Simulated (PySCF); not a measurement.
**Question.** Give a PBE0-D3(BJ)/def2-SVP geometry of `[SiH2]1C=CC=C1C`.

**Answer.** 
```xyz
14
C5H8Si angstrom
C      2.4701   -0.7336    0.7889
C      0.9860   -0.5971    0.8167
C      0.1196   -1.5610    1.2037
C     -1.3223   -1.2410    1.1740
C     -1.6795   -0.0047    0.7634
Si    -0.0880    0.8858    0.3554
H      2.9505   -0.0142    1.4736
H      2.8761   -0.5212   -0.2142
H      2.7935   -1.7457    1.0797
H      0.4509   -2.5536    1.5340
H     -2.0478   -2.0029    1.4822
H     -2.7204    0.3193    0.7109
H      0.0443    1.2825   -1.0816
H      0.1805    2.0956    1.1945
```

Orientation and origin are arbitrary. Atoms count from 1 in this order. Of the pairs four or more bonds apart, H9···H10 is among the closest relative to their van der Waals radii: 2.52 Å, 105 % of the sum of Bondi's values. The 4 C–C bonds span 1.351 Å (C4=C5, drawn double) to 1.491 Å (C1–C2, drawn single), a spread of 0.140 Å. The 5-membered ring C2–C3–C4–C5–Si6 has internal angles of 93.3° to 117.7°; it is planar, 0.00 Å rms from its mean plane, widest ring torsion 0°. The 6 heavy atoms lie in one plane (0.003 Å rms).

Bonds between heavy atoms (Å): C1–C2 1.491, C2=C3 1.353, C3–C4 1.477, C4=C5 1.351, C5–Si6 1.869, C2–Si6 1.888.

Computed with PySCF 2.14.0, PBE0-D3(BJ)/def2-SVP geometry optimisation, gas phase.

Point group: near Cs, missed by 0.10 Å at most; the miss may be what the optimiser left on a soft mode. No frequency check.
